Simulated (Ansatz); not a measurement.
Born–Oppenheimer molecular dynamics of C$_{2}$H$_{7}$BFN (12 atoms, charge 0, multiplicity 1). It starts from a relaxed structure.

Method: RKS BLYP-D4/6-31G in Ansatz.

```json
{"ensemble": "NVT, Nosé–Hoover chain", "time step": "0.5 fs", "steps asked": "210", "set temperature": "700 K", "thermostat": "time constant 50 fs, chain length 5", "seed": "738452"}
```

Frames 2.5 fs apart, positions in Å, forces in eV/Å.

Velocities at 45.0 fs (Å/ps):

```
C 3.55 3.63 -4.03
C -3.38 -4.36 -1.42
N 0.47 0.98 -2.21
B -2.33 0.25 3.52
F 1.51 0.46 -0.31
H 59.38 -20.19 -6.34
H -14.91 4.83 24.55
H -38.80 -39.09 13.02
H 9.29 21.80 19.47
H 7.03 8.51 9.48
H -1.92 -1.77 5.01
H -32.12 9.58 -1.44
```

```xyz
12
Properties=species:S:1:pos:R:3:forces:R:3 time_fs=45.0 energy_less_start_eV=0.465 T=467
C -1.236 0.720 -0.216 0.17 0.00 -0.73
C -0.038 -0.371 -0.216 -0.37 0.33 1.31
N 0.159 -0.784 1.204 0.11 -0.43 0.26
B 1.412 0.167 -0.630 -0.56 0.41 -1.38
F 2.549 0.126 0.161 -0.50 -0.23 0.12
H -1.029 1.721 -0.648 0.38 -0.30 0.02
H -2.131 0.350 -0.745 0.17 -0.21 -0.24
H -1.563 0.883 0.805 0.17 0.10 0.67
H -0.442 -1.195 -0.879 0.58 0.25 -0.01
H 1.047 -1.272 1.377 -0.46 0.08 0.22
H -0.636 -1.111 1.769 0.28 0.00 -0.43
H 1.596 0.636 -1.733 0.04 0.00 0.19
12
Properties=species:S:1:pos:R:3:forces:R:3 time_fs=47.5 energy_less_start_eV=0.669 T=328
C -1.227 0.728 -0.226 -0.46 -1.03 1.20
C -0.046 -0.380 -0.215 0.61 1.72 2.51
N 0.161 -0.783 1.199 -0.08 -0.56 0.62
B 1.404 0.169 -0.625 -0.69 0.44 -1.25
F 2.552 0.127 0.160 -0.68 -0.19 -0.15
H -0.875 1.668 -0.662 -0.38 0.32 0.21
H -2.161 0.358 -0.697 0.51 0.04 -0.89
H -1.645 0.792 0.841 1.21 0.66 -0.86
H -0.410 -1.150 -0.844 -0.27 -1.50 -1.32
H 1.050 -1.247 1.406 -0.31 0.06 0.09
H -0.631 -1.115 1.767 0.24 0.02 -0.40
H 1.518 0.660 -1.730 0.32 0.02 0.24
12
Properties=species:S:1:pos:R:3:forces:R:3 time_fs=50.0 energy_less_start_eV=0.783 T=251
C -1.220 0.731 -0.232 -0.18 -1.36 1.21
C -0.053 -0.382 -0.203 0.64 0.57 1.47
N 0.162 -0.784 1.197 -0.20 -0.18 0.30
B 1.393 0.173 -0.627 -0.59 0.34 -0.72
F 2.553 0.127 0.159 -0.93 -0.17 -0.44
H -0.741 1.630 -0.663 -1.11 0.34 0.44
H -2.161 0.368 -0.700 0.68 0.26 -1.12
H -1.660 0.739 0.834 1.35 1.07 -0.86
H -0.386 -1.179 -0.875 0.01 -0.61 -0.51
H 1.037 -1.220 1.442 0.38 -0.15 0.04
H -0.614 -1.118 1.744 -0.53 -0.23 0.17
H 1.458 0.687 -1.713 0.50 0.12 0.02
12
Properties=species:S:1:pos:R:3:forces:R:3 time_fs=52.5 energy_less_start_eV=0.704 T=325
C -1.213 0.728 -0.231 0.94 -1.16 -0.54
C -0.056 -0.381 -0.182 0.63 -1.00 -0.32
N 0.162 -0.786 1.196 -0.45 -0.40 0.74
B 1.378 0.180 -0.633 -0.32 0.23 -0.16
F 2.551 0.127 0.157 -1.16 -0.16 -0.68
H -0.668 1.611 -0.638 -1.36 0.28 0.42
H -2.122 0.394 -0.769 0.55 0.28 -0.83
H -1.599 0.746 0.782 0.37 1.05 0.72
H -0.362 -1.244 -0.936 0.40 0.91 0.83
H 1.042 -1.198 1.480 0.23 0.00 -0.15
H -0.624 -1.134 1.727 -0.35 -0.19 0.15
H 1.426 0.721 -1.695 0.52 0.17 -0.19
12
Properties=species:S:1:pos:R:3:forces:R:3 time_fs=55.0 energy_less_start_eV=0.561 T=451
C -1.202 0.719 -0.234 1.36 -0.95 -1.52
C -0.056 -0.384 -0.163 0.99 -1.08 -1.22
N 0.160 -0.790 1.199 -0.79 -0.94 1.61
B 1.361 0.187 -0.640 0.09 0.32 0.12
F 2.545 0.126 0.152 -1.30 -0.15 -0.80
H -0.672 1.611 -0.591 -0.74 0.60 -0.03
H -2.049 0.436 -0.886 0.28 0.16 0.00
H -1.514 0.816 0.770 -0.64 0.60 1.42
H -0.316 -1.263 -0.955 0.23 1.12 1.10
H 1.059 -1.176 1.510 -0.34 0.21 -0.34
H -0.652 -1.161 1.718 0.47 0.07 -0.22
H 1.424 0.765 -1.686 0.39 0.04 -0.11
12
Properties=species:S:1:pos:R:3:forces:R:3 time_fs=57.5 energy_less_start_eV=0.454 T=554
C -1.184 0.706 -0.242 0.79 0.17 0.35
C -0.051 -0.393 -0.149 1.32 0.10 -1.03
N 0.154 -0.797 1.208 -0.77 -0.74 1.41
B 1.343 0.197 -0.647 0.59 0.59 0.20
F 2.535 0.125 0.144 -1.32 -0.14 -0.79
H -0.719 1.645 -0.543 0.09 0.59 -0.38
H -1.959 0.488 -1.006 -0.13 -0.10 0.74
H -1.461 0.919 0.825 -0.65 -0.44 -0.83
H -0.256 -1.220 -0.911 -0.30 0.16 0.38
H 1.059 -1.143 1.522 -0.10 0.05 -0.15
H -0.658 -1.185 1.698 0.33 -0.05 0.00
H 1.445 0.812 -1.683 0.16 -0.20 0.11
12
Properties=species:S:1:pos:R:3:forces:R:3 time_fs=60.0 energy_less_start_eV=0.708 T=376
C -1.162 0.693 -0.250 0.63 2.02 0.87
C -0.039 -0.400 -0.140 1.47 1.99 0.32
N 0.146 -0.808 1.224 -0.27 -0.09 0.48
B 1.329 0.211 -0.652 1.02 0.71 0.31
F 2.520 0.123 0.134 -1.16 -0.11 -0.65
H -0.765 1.711 -0.516 0.45 -0.36 -0.31
H -1.875 0.535 -1.087 -0.49 -0.38 0.97
H -1.447 1.000 0.840 -0.66 -1.26 -1.68
H -0.214 -1.171 -0.850 -0.89 -1.60 -1.16
H 1.056 -1.107 1.526 0.40 -0.17 0.20
H -0.647 -1.215 1.680 -0.42 -0.44 0.49
H 1.476 0.849 -1.674 -0.09 -0.32 0.15
12
Properties=species:S:1:pos:R:3:forces:R:3 time_fs=62.5 energy_less_start_eV=0.618 T=458
C -1.135 0.690 -0.255 0.60 2.69 -0.20
C -0.020 -0.399 -0.130 0.68 1.13 -0.11
N 0.136 -0.820 1.242 0.10 -0.10 0.38
B 1.321 0.228 -0.656 1.14 0.41 0.44
F 2.502 0.121 0.122 -0.78 -0.08 -0.37
H -0.785 1.758 -0.506 0.69 -0.96 -0.22
H -1.817 0.560 -1.113 -0.65 -0.57 0.75
H -1.474 1.010 0.763 -0.86 -1.24 -0.49
H -0.220 -1.202 -0.844 -0.58 -0.71 -0.52
H 1.070 -1.078 1.540 -0.08 -0.13 0.22
H -0.654 -1.269 1.686 0.01 -0.23 0.19
H 1.502 0.869 -1.657 -0.27 -0.20 -0.07
12
Properties=species:S:1:pos:R:3:forces:R:3 time_fs=65.0 energy_less_start_eV=0.479 T=583
C -1.106 0.699 -0.260 0.65 1.74 -1.75
C 0.003 -0.393 -0.120 -0.63 -0.70 -0.87
N 0.126 -0.832 1.262 0.25 -0.25 0.41
B 1.318 0.248 -0.658 0.94 -0.13 0.44
F 2.480 0.118 0.108 -0.14 -0.05 0.01
H -0.765 1.753 -0.510 0.72 -0.65 -0.09
H -1.796 0.552 -1.095 -0.52 -0.60 0.16
H -1.554 0.950 0.662 -1.18 -0.59 1.51
H -0.259 -1.273 -0.867 0.18 1.04 0.74
H 1.081 -1.058 1.567 -0.57 -0.10 0.12
H -0.660 -1.337 1.702 0.65 0.24 -0.33
H 1.513 0.878 -1.645 -0.35 0.04 -0.36
12
Properties=species:S:1:pos:R:3:forces:R:3 time_fs=67.5 energy_less_start_eV=0.360 T=691
C -1.073 0.718 -0.273 -1.32 0.15 -0.11
C 0.023 -0.390 -0.114 -1.49 -1.26 -0.56
N 0.118 -0.846 1.284 0.54 0.30 -0.32
B 1.321 0.267 -0.657 0.46 -0.50 0.08
F 2.458 0.116 0.094 0.69 0.01 0.43
H -0.702 1.712 -0.519 0.47 0.46 0.04
H -1.804 0.510 -1.068 0.07 -0.31 -0.33
H -1.696 0.850 0.629 0.37 -0.25 0.21
H -0.290 -1.290 -0.851 0.55 1.38 0.90
H 1.062 -1.043 1.602 -0.08 -0.16 0.21
H -0.633 -1.394 1.702 0.11 0.06 -0.25
H 1.503 0.888 -1.652 -0.36 0.11 -0.31
12
Properties=species:S:1:pos:R:3:forces:R:3 time_fs=70.0 energy_less_start_eV=0.573 T=543
C -1.047 0.737 -0.287 -3.12 -1.38 1.07
C 0.036 -0.392 -0.110 -1.39 -0.34 0.48
N 0.111 -0.858 1.305 0.83 0.89 -0.89
B 1.326 0.284 -0.656 -0.32 -0.63 -0.55
F 2.438 0.113 0.081 1.61 0.09 0.83
H -0.612 1.695 -0.527 -0.19 0.86 0.19
H -1.807 0.450 -1.057 0.78 0.29 -0.47
H -1.818 0.737 0.613 1.98 0.51 -0.92
H -0.291 -1.231 -0.786 0.29 0.21 0.00
H 1.039 -1.037 1.651 0.44 -0.12 0.24
H -0.600 -1.450 1.688 -0.62 -0.37 -0.05
H 1.472 0.903 -1.677 -0.29 -0.02 0.07
12
Properties=species:S:1:pos:R:3:forces:R:3 time_fs=72.5 energy_less_start_eV=0.850 T=340
C -1.035 0.750 -0.297 -2.27 -1.32 0.59
C 0.043 -0.395 -0.103 -0.36 1.73 2.01
N 0.108 -0.867 1.322 0.58 0.35 -0.39
B 1.329 0.298 -0.658 -1.18 -0.77 -0.93
F 2.423 0.110 0.071 2.34 0.17 1.09
H -0.534 1.722 -0.521 -1.14 -0.10 0.45
H -1.766 0.406 -1.076 0.91 0.72 -0.70
H -1.831 0.652 0.548 1.80 1.11 -0.33
H -0.279 -1.166 -0.725 -0.52 -1.97 -1.63
H 1.036 -1.037 1.713 -0.05 0.06 -0.13
H -0.596 -1.523 1.668 0.00 0.14 -0.37
H 1.423 0.918 -1.698 -0.11 -0.11 0.36
```

Of the whole run (105 fs, mean temperature of the second half 526 K): The conserved energy stayed within 0.32 meV per atom of its start (net change 0.29 meV per atom), so the integration is sound. The mean temperature of the second half is 25 % below the set value. A run of 0.1 ps of so small a system gives no equilibrium averages. Limits of this set-up: no polarisation functions.

Time of the run: 8.7 min on 1 thread of Arm Neoverse V2, with other jobs on the host, peak memory 0.12 GiB.
